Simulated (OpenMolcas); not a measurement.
# Multiconfigurational calculation on W5+

W5+ among 6 point charges of -1.7 e arranged as an octahedron (Oh), 1.82 Å from the ion. With inversion symmetry the input lists one of each pair of outer charges.

Input:

```
&GATEWAY
Coord
1

W 0.0 0.0 0.0
Basis=ANO-RCC-VDZP
Group=XYZ
NoMove
AngMom=0.0 0.0 0.0
AMFI
XField
3 Angstrom 0
1.820000 0.000000 0.000000 -1.700000
0.000000 1.820000 0.000000 -1.700000
0.000000 0.000000 1.820000 -1.700000
&SEWARD
* reference wave functions (RASSCF and RASSI steps not shown): 1 electron in 5 orbitals (5d)
>>> COPY JOB001 $Project.JobIph
&CASPT2
Multistate=5 1 2 3 4 5
NoMult
Frozen=14 9
IPEA=0.25
Imaginary=0.1
MaxIter=60
WThr=0.0 0.3 0.05
PrWF=0.5
NoMix
```

Launched by
```bash
OMP_NUM_THREADS=1 MOLCAS_MEM=1689 MOLCAS_PROJECT=a pymolcas a.inp > a.log  # once for each step of the input, in one work folder
```

Output, cut to the results:

```
--- CASPT2 ---
Orbital specifications:
      -----------------------

      Symmetry species                           1   2
                                                ag  au
      Frozen orbitals                           14   9
      Inactive orbitals                          1  10
      Active orbitals                            5   0
      Secondary orbitals                        16  13
      Deleted orbitals                           0   0
      Number of basis functions                 36  32
Type of calculation                        SS-CASPT2
      Fock operator                              state-specific
      IPEA shift                                 0.25
      Real shift                                 0.00
      Imaginary shift                            0.10
      The input orbitals will be transformed to quasi-canonical
Reference energy:      -16137.3325332736
      E2 (Non-variational):      -0.7272954972
      Shift correction:          -0.0000986362
      E2 (Variational):          -0.7273941334
      Total energy:          -16138.0599274070
      Residual norm:              0.0000001345
      Reference weight:           0.93090
      Contributions to the CASPT2 correlation energy
      Active & Virtual Only:          0.0000000001
      One Inactive Excited:          -0.0430335792
      Two Inactive Excited:          -0.6842619181
Reference energy:      -16137.3325332736
      E2 (Non-variational):      -0.7272924344
      Shift correction:          -0.0000986310
      E2 (Variational):          -0.7273910654
      Total energy:          -16138.0599243390
      Residual norm:              0.0000001343
      Reference weight:           0.93090
      Contributions to the CASPT2 correlation energy
      Active & Virtual Only:          0.0000000001
      One Inactive Excited:          -0.0430334065
      Two Inactive Excited:          -0.6842590279
::    CASPT2 Root  1     Total energy: -16138.05992741
::    CASPT2 Root  2     Total energy: -16138.05992434
::    CASPT2 Root  3     Total energy: -16138.05986460
::    CASPT2 Root  4     Total energy: -16137.97871435
::    CASPT2 Root  5     Total energy: -16137.97870335
```

Spin-orbit levels above the lowest (labels of O, the rotations of Oh), with the averaged single-state CASPT2 energies on the diagonal:

```tsv
E (cm-1)	Degeneracy	Label	2S+1	g
0	4	Γ8	2	
6540	2	Γ7	2	2.00 2.00 2.00
21860	4	Γ8	2
```

Roots that are degenerate in the reference are averaged as groups; the widest CASPT2 spread within a group is 14 cm-1 (the 3-fold group of multiplicity 2 near 0 cm-1 above the lowest state of its run). Shifts and gaps below about the spread of the groups concerned are not significant. An orbital triplet at a regular site is open to Jahn-Teller coupling, which can distort the site and quench the lowest spin-orbit gaps and is left out. This field is weak: 10Dq is about 17821 cm-1, while octahedral complexes of 5d ions of charge 3 and more, computed by the same method with explicit ligands, had a median near 35000 cm-1. Ground spin and moment need not be those of a real site. Free-ion shares, where given, are those of the reference states; single-state CASPT2 does not remix them. This is an electrostatic model: the charges have no orbitals. No measured value stands beside these numbers.

The CASPT2 steps took 0.72 s on 1 thread of AMD EPYC 9R45 (Zen 5) (shared host); the integral step is not counted.
